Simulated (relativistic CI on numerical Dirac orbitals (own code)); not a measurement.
Ti⁵⁺: from the plainest model towards the measured levels

Calculated with a relativistic CI code on KLI orbitals (one set per configuration, finite nucleus), adding one ingredient at a time: step 1, Dirac-Coulomb, each configuration alone; step 2, with Breit and QED terms; step 3, with configuration mixing; step 4, with scaled Slater integrals (0.9); step 5, with a P86 correlation estimate; step 6, tied to the ionisation limit. P86 is a density functional for the correlation energy, evaluated here for each configuration and added to its levels. Step 6 is semi-empirical: configurations made of the next ion and one excited electron move by -22371 cm⁻¹, so that their limit matches the tabulated ionisation energy, and those with a non-penetrating f or g electron also take the P86 value of the least penetrating other one.

Configurations in the expansion (outside the closed core [Ne]): 3s²3p⁵, 3s3p⁶, 3s²3p⁴3d, 3s²3p⁴4s, 3s²3p⁴4d, 3s²3p⁴5s, 3s²3p⁴5d, 3s3p⁵3d, 3s²3p⁴4p, 3p⁶3d, 3s3p⁴3d², 3s²3p⁴4f, 3s²3p⁴5p, 3s3p⁵4s, 3s²3p³3d², 3s²3p²3d³, 3s²3p²3d²4s, 3s²3p²3d²4d, 3s²3p²3d²5s, 3s²3p²3d²5d.

Computed minus measured energy above the ground level, in cm⁻¹, for 13 of the 25 excited levels that pair in every step (one J of a term; a digit in brackets numbers repeated terms):

```tsv
Configuration	Term	J	Measured	Step 1	Step 2	Step 3	Step 4	Step 5	Step 6
3s²3p⁵	2P°	1/2	5829	247	70	-35	-24	-24	-24
3s3p⁶	2S	1/2	196628	57332	57046	-3624	3701	4524	-1970
3s²3p⁴3d	2P	1/2	288412	-1260	-1558	3129	4665	5578	-16170
3s²3p⁴3d	2D	3/2	298991	-1935	-2273	2989	3528	4441	-17314
3s²3p⁴3d	4P	1/2	301417	-6435	-6713	505	969	1878	-19895
3s²3p⁴4s	4P	5/2	492126	-4392	-4494	10085	9313	16067	-5954
3s²3p⁴4s	2P	3/2	502571	-3476	-3617	11351	9489	16230	-5788
3s²3p⁴4s	2D	5/2	518797	-189	-388	14029	10523	17273	-4746
3s²3p⁴4s	2S	1/2	548995	7012	6838	13065	7387	14150	-7669
3s²3p⁴4d	4F	3/2	654503	-5712	-6060	8791	7554	14969	-7038
3s²3p⁴4d	2P	3/2	658339	-4673	-5035	10312	8608	16013	-5997
3s²3p⁴4d	2S	1/2	668630	-2838	-3183	13069	9773	17177	-4808
3s²3p⁴5s	2P	1/2	714742	-8128	-8439	6566	5138	13156	-8858
```

Mean absolute errors in cm⁻¹, over all paired levels and for the configurations:

```
Configuration, levels  Step 1  Step 2  Step 3  Step 4  Step 5  Step 6
              all, 25    8138    8194    8617    5740    9815   10536
            3s²3p⁵, 1     247      70      35      24      24      24
             3s3p⁶, 1   57332   57046    3624    3701    4524    1970
         3s²3p⁴3d, 10    9594    9498    6564    2350    3290   18336
          3s²3p⁴4s, 8    3358    3498   11781    9429   16180    5813
          3s²3p⁴4d, 4    3735    4082   11327    8925   16333    5671
          3s²3p⁴5s, 1    8128    8439    6566    5138   13156    8858
```

Measured levels: Corliss and Sugar, J. Phys. Chem. Ref. Data 8, 1 (1979).

Problem. What does each ingredient do to the ground and the excited configurations, and where is the model closest to experiment?

Solution. The Breit and QED terms change the top of the ground term (measured 5829) from 6076 to 5899. Mixing lowers the ground level by 29595, with 3s²3p³3d² as its largest admixture; relative to it the configurations that move most are 3s3p⁶ by -60669, 3s²3p⁴4d by +15409, 3s²3p⁴5s by +15005. Configurations whose own partners of that kind are not in the list rise by much of that lowering, so a short list can trade one imbalance for another. The P86 estimate moves 3s²3p⁴5s by +8018, 3s²3p⁴4d by +7408, 3s²3p⁴4s by +6751, and takes the mean absolute error of the excited configurations from 5978 to 10223; it adds to levels that were already too high. Step 6 takes that error from 10223 to 10974; the error more than halves for 3s3p⁶, 3s²3p⁴4s, 3s²3p⁴4d; it grows for 3s²3p⁴3d. The shift fits the limit, so it does little for low levels whose errors differ from those near the limit. The mean absolute error is lowest at step 4 (5740 cm⁻¹), and the largest single drop is from step 3 to 4 (8617 to 5740).
